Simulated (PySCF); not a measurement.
**TiP: one state, many levels of theory**

State: ²Δ (doublet), unpaired electrons δ ↑. Set-up: PySCF, no relativity, basis sets Ti def2-TZVPP, P def2-TZVPP. De refers to Ti (3d2 4s2) + P in their high-spin ground configurations, without counterpoise correction. The functionals are run spin-unrestricted. A positive dipole means Ti(−)P(+). Levels whose curve was spin-contaminated or gave no clean fit are not listed.

| Level | Re (Å) | ωe (cm⁻¹) | De (eV) | μ (D) |
| --- | --- | --- | --- | --- |
| ROHF | 2.099 | 612 | n/a | -8.32 |
| ROHF-MP2 | 2.123 | 516 | n/a | n/a |
| ROHF-SCS-MP2 | 2.131 | 517 | n/a | n/a |
| ROHF-CCSD | 2.112 | 549 | 1.38 | n/a |
| ROHF-CCSD(T) | 2.158 | 483 | 2.31 | n/a |
| PBE | 2.123 | 512 | n/a | -5.91 |
| BLYP | 2.139 | 501 | n/a | -5.64 |

Correlated steps freeze 10 core orbitals. De is left out where the level can put another filling of the metal’s s and d shells below the measured ground configuration, by anything from nothing to about 1 eV. Counting both spins, an empty level lies below a filled one in some of these solutions, because spin and occupation are held. The CCSD T1 diagnostic is raised, a sign that a single reference may not be enough here. UHF is strongly spin-contaminated for TiP, so the ROHF reference used there is far from stable. With d or f electrons several states lie close, and the lowest PBE0 determinant need not be the measured ground state.

The whole job (state search and all levels along the bond) took about 32 min on 2 threads of Intel Xeon Platinum 8259CL @ 2.50GHz (shared host), peak memory 5.6 GiB.
